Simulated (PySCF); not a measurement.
AgF, SMILES [Ag][F] (connectivity only; charge and spin as stated), charge -1, multiplicity 2. Atoms are numbered in the order given.

```xyz
2

Ag     0.0000     0.0000    -0.3397
F      0.0000     0.0000     1.7741
```
Charge -1, spin multiplicity 2.

Geometry optimised at r2SCAN-D4/def2-TZVPD. The multiplicity is an assumed one; other spin states were not compared. The def2 effective core potentials stand for the cores of Ag; spin–orbit coupling is left out.

Method: CAM-B3LYP/def2-TZVPD run with PySCF.

Mulliken values depend strongly on the basis, most of all with diffuse functions as here. ESP charges are fitted to the potential on shells at 1.4 to 2.0 van der Waals radii. Atomic charges (e):

```tsv
atom	ESP fit	Mulliken	Mulliken spin
Ag1	[?]	-0.21	1.02
F2	[?]	-0.79	-0.02
```

Task: Some entries are withheld; supply them. (An estimate is asked for; the answer gives what the named calculation found.)

Result: 
- Ag1, ESP fit: -0.50
- F2, ESP fit: -0.50
